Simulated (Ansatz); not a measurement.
`C[CH2][Al]([NH2])[F]`. Charge 0, multiplicity 1.

```
atom   x (Å)   y (Å)   z (Å)
  C1  -0.827   0.478  -1.308
  C2  -0.522  -0.847  -0.607
 Al3   0.581  -0.698   0.989
  N4   1.194   0.837   1.596
  F5   0.992  -2.050   1.852
  H6  -1.449   0.338  -2.197
  H7   0.086   0.985  -1.632
  H8  -1.360   1.171  -0.650
  H9  -0.027  -1.538  -1.300
 H10  -1.454  -1.354  -0.330
 H11   1.767   0.948   2.417
 H12   1.020   1.731   1.168
```

(1) What are the harmonic wavenumbers in cm⁻¹ at PBE0-D4/def2-TZVP (Ansatz, finite differences of forces, unscaled)? (An estimate is asked.)

(2) Is this a minimum?

(3) Give the ideal-gas thermochemistry at 298.15 K and 1 bar (rigid rotor, harmonic oscillator; point group Cs, symmetry number 1).

Results:

(1) The calculation gave: 50, 103, 169, 212, 260, 279, 375, 407, 570, 611, 649, 812, 885, 933, 968, 1036, 1228, 1253, 1407, 1439, 1493, 1502, 1565, 3034, 3036, 3067, 3099, 3108, 3614, 3705.

(2) Yes, all 30 modes are real.

(3) Zero-point energy 244.5 kJ/mol; H(298) − E = 267.6 kJ/mol; entropy 361.5 J/(mol·K), of which translation 165.1, rotation 112.7, vibration 83.7; G(298) − E = 159.8 kJ/mol. Modes under 100 cm⁻¹ are hindered rotations or soft bends, so the harmonic entropy is rough.
